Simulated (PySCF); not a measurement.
Stepwise substitution at one centre (Ga SH-H). All species are isolated molecules in the gas phase. One relaxed conformer stands for each flexible species; it need not be the lowest. Strings in code marks are SMILES.

All values below come from PBE-D3(BJ)/def2-TZVP // B3LYP-D3(BJ)/def2-TZVP in PySCF. All candidates: neutral, multiplicity 1. 

```json
{
  "LUMO": "-1.97 eV",
  "HOMO": "-6.38 eV",
  "HOMO–LUMO gap": "4.42 eV"
}
```

Say which member has these values.
(A) `[SH][GaH2]`
(B) `[GaH3]`
(C) `[SH][GaH][SH]` (H–S–Ga–S torsion 0°, S–Ga–S–H torsion 0°)

C, `[SH][GaH][SH]` (H–S–Ga–S torsion 0°, S–Ga–S–H torsion 0°). The others give `[GaH3]`: -2.65 eV, -7.35 eV, 4.69 eV; `[SH][GaH2]`: -2.29 eV, -6.54 eV, 4.25 eV
